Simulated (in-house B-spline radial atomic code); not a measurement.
Configurations of neutral cadmium, with energies counted from [Kr] 4d10 5s2. Method: scalar-relativistic (X2C) r2SCAN0, spin-polarised, spherical fractional occupations, exact exchange averaged over the configuration, Fermi nucleus of rms radius 4.6087 fm. Calculated with a radial B-spline atomic code at the basis-set limit. Shells without spins written out take the highest spin.

Occupations are held fixed; configurations that lie above the ionisation limit could autoionise.

```tsv
configuration	E - E(ref) (eV)	highest orbital	its <r> (bohr)
[Kr] 4d10 5s1 6s1	6.0783	6s up	8.116
[Ar] 3d10 4s2 4p5 4d10 5s2 5d1	75.534	5d up	9.706
[Ar] 3d10 4s2 4p5 4d10 4f1 5s2	76.246	4f up	17.63
[Ar] 3d9 4s2 4p6 4d10 5s2 5p1	409.23	5p up	3.652
[Ar] 3d9 4s2 4p6 4d10 5s2 5d1	413.16	5d up	9.676
[Ar] 3d9 4s2 4p6 4d10 4f1 5s2	413.87	4f up	17.63
```

Task: Order these further configurations by energy, lowest first.
A. [Ar] 3d10 4s2 4p5 4d10 5s2 6f1
B. [Kr] 4d9 4f1 5s2
C. [Kr] 4d9 5s2 5d1
D. [Kr] 4d10 5s1 6d1
E. [Kr] 4d10 5s1 5f1

Result: D (7.7435 eV), E (8.0823 eV), C (16.379 eV), B (17.094 eV), A (76.73 eV).

Task: How far above the reference does [Kr] 4d9 5s2 6d1 lie?

Result: 17.037 eV; its least bound orbital is 6d up with <r> = 19.14 bohr.
